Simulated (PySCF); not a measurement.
**J couplings in C4H9GaN2**

Bonds (- single, = double, # triple, : aromatic): C1-C2, C2#N3, N3-Ga4, Ga4-C5, C5=N6, N6-C7. C1 carries H8, H9, H10; Ga4 carries H11, H12; C5 carries H13; C7 carries H14, H15, H16. Formal charges: N3 +1, Ga4 -1. Stereochemistry as in CC#[N+][GaH2-]/[CH]=N/C.

Couplings: B3LYP/pcJ-1 (pcSseg-1 on Ga) (spin–dipole term only in couplings to heteroatoms) in PySCF, geometry PBE0-D3(BJ)/def2-SVP; gas phase, one conformer, non-relativistic. Couplings are averaged over pairs made equivalent by symmetry, fast rotation or ring inversion, so a value needn't be that of the named pair in this geometry, while other rotamers aren't included; one pair stands for each set, and the list holds a selection of those of at least 0.8 Hz over up to four bonds.

Isotopes: $^{13}$C, $^{1}$H, $^{15}$N.

```csv
pair,bonds,J (Hz)
"C1, C2",1,73.7
"C1, H8",1,?
"C2, N3",1,-33.7
"C5, N6",1,?
"C5, H13",1,?
"N6, C7",1,4.7
"C7, H14",1,138.3
"C1, N3",2,1.5
"C2, H8",2,-10.5
"N3, C5",2,?
"N3, H11",2,-5.9
"C5, C7",2,-10.4
"C5, H11",2,19.9
"N6, H13",2,?
"H8, H9",2,-17.9
"H11, H12",2,20.3
"H14, H15",2,-14.2
"C2, C5",3,1.1
"C2, H11",3,2.9
"N3, H8",3,-2.4
"N3, H13",3,-2.1
"N6, H11",3,?
"C7, H13",3,21.0
"C2, H13",4,?
"C7, H11",4,1.4
"H13, H14",4,?
```

**Question.** Estimate the withheld couplings, with signs.

**Answer.** 
- $^{1}J$(C1,H8) = 144.1 Hz (mean over equivalent pairs that range from 140.7 to 149.0 Hz in this conformer)
- $^{1}J$(C5,N6) = 1.9 Hz (bond length 1.272 Å)
- $^{1}J$(C5,H13) = 132.7 Hz (bond length 1.118 Å, sp2 carbon)
- $^{2}J$(N3,C5) = -1.2 Hz (angle at Ga4 91°)
- $^{2}J$(N6,H13) = 5.4 Hz (angle at C5 118°)
- $^{3}J$(N6,H11) = -2.7 Hz (dihedral angle 104°)
- $^{4}J$(C2,H13) = 0.9 Hz
- $^{4}J$(H13,H14) = -1.9 Hz (mean over equivalent pairs that range from -2.8 to -0.2 Hz in this conformer)

Relativistic effects of the heavier atoms present are left out.
